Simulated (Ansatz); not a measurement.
Consider the cleavage of the Si–Ge bond: `[OH][GeH]([SiH3])[SH]` + `CB(O)F` → `CB(F)O[SiH3]` + `[OH][GeH2][SH]`.

Calculated with Ansatz (gas phase, PBE0-D4/def2-TZVP geometries, no zero-point term in ΔE). CBS: MP2 limit from def2 TZ/QZ plus the TZ coupled-cluster correction, frozen cores. For Ge outer-core shells are correlated without core-valence functions, which leaves a few kJ/mol of doubt a bond. Scalar relativity is left out up to krypton. Each species was taken in one conformer, which may not be the lowest.

`[OH][GeH]([SiH3])[SH]`:

Z-matrix (Å, degrees):
```
Ge
Si 1 2.379
S 1 2.229 2 111.8
O 1 1.785 2 104.9 3 -119.4
H 1 1.543 2 116.9 3 118.2
H 2 1.485 1 108.2 3 52.0
H 2 1.485 1 108.6 3 -66.9
H 2 1.485 1 110.6 3 172.5
H 3 1.343 1 94.3 2 -49.0
H 4 0.961 1 112.1 2 169.6
```

`CB(O)F`:

```xyz
8

C    -0.119   -1.006    0.121
B     0.221    0.495   -0.122
O    -0.661    1.485    0.144
F     1.424    0.837   -0.611
H     0.601   -1.450    0.815
H    -1.123   -1.148    0.521
H    -0.030   -1.571   -0.812
H    -0.312    2.359   -0.056
```

`CB(F)O[SiH3]`:

Cartesian coordinates in Å:
```
C 0.260 -1.303 -1.590
B -0.206 -0.584 -0.287
F -1.172 -1.144 0.458
O 0.317 0.586 0.141
Si -0.010 1.524 1.470
H -0.587 -1.442 -2.269
H 0.627 -2.307 -1.357
H 1.044 -0.756 -2.114
H -1.422 1.977 1.443
H 0.899 2.690 1.392
H 0.251 0.759 2.714
```

`[OH][GeH2][SH]`:

Cartesian coordinates in Å:
```
O 1.307 0.672 0.610
Ge -0.016 0.290 -0.512
S -1.508 -1.040 0.452
H 0.984 0.982 1.460
H -0.807 1.551 -0.896
H 0.690 -0.386 -1.689
H -0.652 -2.068 0.575
```

```
                species  CCSD(T)/CBS(def2) energy (Eh)
`[OH][GeH]([SiH3])[SH]`                    -2841.79681
               `CB(O)F`                     -240.35473
         `CB(F)O[SiH3]`                     -530.66692
       `[OH][GeH2][SH]`                    -2551.50958
```

**Question.** Work out ΔE.

**Answer.** ΔE = (-530.66692) + (-2551.50958) − (-2841.79681) − (-240.35473) = -0.02496 Eh = -65.5 kJ/mol.

Largest T1 diagnostic among the species: 0.012.

In def2-TZVPP, CCSD(T) changes the Hartree–Fock value by +27.1 kJ/mol (the triples alone add +3.6 kJ/mol) and MP2 by +23.5 kJ/mol. The D4 term adds +3.0 kJ/mol with B3LYP and +1.8 kJ/mol with PBE0; it sums over pairs of atoms, weighted by their polarisabilities, and B3LYP, whose exchange is more repulsive, gets the larger term. From PBE to PBE0 (25 % exact exchange), in def2-TZVPP and without D4, ΔE moves by −8.0 kJ/mol.

B3LYP here is the variant with VWN-RPA as its local correlation; programs differ in this.
